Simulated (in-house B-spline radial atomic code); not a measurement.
# Ionising Ba VII (Ba6+) with different functionals

Computed with a B-spline radial code for spherical atoms: four-component Dirac-Coulomb Hamiltonian, Fermi nucleus of rms radius 4.8378 fm, spin-restricted, spherical fractional occupations for the functionals, and exact exchange of hybrids averaged over the configuration. The ionisation energy is the difference of two self-consistent energies, [Kr] 4d10 5s2 5p2 → [Kr] 4d10 5s2 5p1, without Breit or QED terms; ε is the level of the shell that loses the electron (mean over j). The electron is taken from both j subshells in proportion to 2j + 1, so the result is a j average, not the step between ground levels.

```tsv
method	rung	ΔSCF (eV)	-ε(5p) (eV)
BHandHLYP	global hybrid	85.74	82.58
PBE0	global hybrid	?	?
B97-1	global hybrid	?	?
wB97X	range-separated hybrid	85.69	83.45
```

Problem. What does PBE0 give?

Solution. ΔSCF 85.71 eV, and -ε(5p) = 80.89 eV.

Problem. What does B97-1 give?

Solution. ΔSCF 85.61 eV, and -ε(5p) = 80.51 eV.

Problem. Among the functionals, which spreads more, the ΔSCF values or the orbital energies?

Solution. The orbital energies: ΔSCF values span about 0.12 eV and the orbital energies 2.94 eV; here energy differences depend much less on the functional than eigenvalues do.

Problem. How do they compare with the NIST value?

Solution. NIST lists 86 eV ± 2 (tabulated theory, ground level to ground level). Errors run from -0.39 to -0.26 eV; all lie within about twice that uncertainty, so the table can't rank the methods.
